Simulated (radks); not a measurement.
Values are calculated unless marked as measured or tabulated.
Problem. These are the eigenvalues of the occupied orbitals of an atom or ion with whole-number occupations (hartree). Level of theory: scalar-relativistic Kohn-Sham, BLYP, spin-unpolarised, spherical densities, finite nucleus; Fermi nuclear charge, rms radius of each element as measured or else 0.836 A^(1/3) + 0.57 fm (a radial shooting solver on a logarithmic mesh with Libxc functionals).

1s: -2179.785
2s: -368.8080
2p: -325.8375
3s: -83.85240
3p: -70.83728
3d: -54.75085
4s: -17.50385
4p: -13.22207
4d: -7.53240
5s: -3.07543
5p: -2.06092
4f: -1.30722

Which element is it, and in what charge state? The configuration may be excited.

Solution. Z = 69, thulium, charge +3: Tm3+ in [Xe] 4f12. The list shows which subshells hold electrons but not how many an open one holds; the 1s level, -2179.8 hartree, gives Z - s = 66.0 by -(Z - s)^2/2, which with screening and relativity narrows Z to a few neighbours, and the depths of the outer levels then fix element, charge and occupations together.
